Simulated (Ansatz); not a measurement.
The pair A = CH4 (SMILES C) (first 5 atoms), B = CH5N (SMILES CN); geometry from B3LYP-D3(BJ)/def2-TZVP.
(charge 0, multiplicity 1):
```xyz
12

C      0.065     0.020     0.070
H      0.933    -0.637     0.012
H     -0.466    -0.154     1.006
H      0.398     1.057     0.024
H     -0.594    -0.183    -0.773
C      0.478     0.069     3.805
N     -0.906    -0.338     3.563
H      0.648     1.048     3.355
H      1.150    -0.633     3.310
H      0.767     0.128     4.863
H     -1.554     0.307     3.998
H     -1.087    -1.253     3.957
```

Frozen-core correlation. MP2 and its Hartree–Fock in aug-cc-pVTZ are density fitted.

Codes used: Ansatz (Gaussian orbitals). 

The counterpoise-corrected interaction energy is E(AB) − E(A in the pair's basis) − E(B in the pair's basis). Total energies (hartree):

```
level                          AB  A in the pair's basis  B in the pair's basis
-------------------  ------------  ---------------------  ---------------------
HF/aug-cc-pVDZ       -135.4300547            -40.1997891            -95.2310594
MP2/aug-cc-pVDZ      -135.9437461            -40.3680951            -95.5742375
HF/aug-cc-pVTZ       -135.4682198            -40.2135538            -95.2554931
MP2/aug-cc-pVTZ      -136.0835479            -40.4145389            -95.6673101
CCSD(T)/aug-cc-pVDZ  -136.0116738            -40.3959501            -95.6142931
```

Work out the counterpoise-corrected interaction energy at the basis-set limit: extrapolate the MP2 correlation part as X⁻³, take Hartree–Fock from the larger set, and add the CCSD(T) − MP2 difference of aug-cc-pVDZ.


1. Differences (1 hartree = 627.509 kcal/mol): HF/aug-cc-pVDZ 0.498; MP2/aug-cc-pVDZ -0.887; HF/aug-cc-pVTZ 0.519; MP2/aug-cc-pVTZ -1.066; CCSD(T)/aug-cc-pVDZ -0.898.
2. Correlation parts, MP2 less HF: -1.385 in aug-cc-pVDZ (X = 2), -1.585 in aug-cc-pVTZ (X = 3).
3. Limit (3³·(-1.585) − 2³·(-1.385))/(3³ − 2³) = -1.669; with HF/aug-cc-pVTZ it gives -1.150.
4. CCSD(T) less MP2 in aug-cc-pVDZ: -0.011.
Result: -1.16 kcal/mol, against -0.89 at MP2/aug-cc-pVDZ. It is an estimate of this method's limit, not of the exact value.

Ansatz is a program for electronic structure.
